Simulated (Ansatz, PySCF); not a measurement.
Cd(OMe)(NH2) (CH5CdNO), SMILES [Cd]([NH2])[O]C.

Geometry: B3LYP-D3(BJ)/def2-SVP. The structure was generated by enumeration; whether it is a known compound was not checked. The def2 effective core potentials stand for the cores of Cd; spin–orbit coupling is left out. Other conformers were not sampled.

Vertical ionisation energy (IE) and electron affinity (EA) in eV. Rows of orbital energies are one-electron estimates. Where ΔSCF, EOM or ADC give a negative EA the extra electron is unbound and the value depends on the basis.

| level | IE | EA |
|---|---|---|
| −ε(HOMO), −ε(LUMO), B3LYP/def2-TZVPD (PySCF) | 6.84 | 1.46 |
| −ε(HOMO), −ε(LUMO), PBE/def2-TZVPD (PySCF) | 5.58 | 1.99 |
| ΔSCF, CAM-B3LYP/def2-SVPD (Ansatz), final states of multiplicity 2 and 2 | 9.35 | -0.47 |
| ΔSCF, PBE/def2-SVPD (Ansatz), final states of multiplicity 2 and 2 | ___ | ___ |

Some entries are withheld; supply them. (An estimate is asked for; the answer gives what the named calculation found.)


- ΔSCF, PBE/def2-SVPD (Ansatz, an electronic-structure program), final states of multiplicity 2 and 2, IE: 8.63
- ΔSCF, PBE/def2-SVPD (Ansatz), final states of multiplicity 2 and 2, EA: -0.37

What vertical singlet–triplet gap does ΔSCF give with CAM-B3LYP/def2-SVPD (Ansatz) and with PBE/def2-SVPD (Ansatz)? (An estimate is asked for; the answer gives what the named calculation found.)

4.38 and 3.76 eV (triplet above singlet where positive).
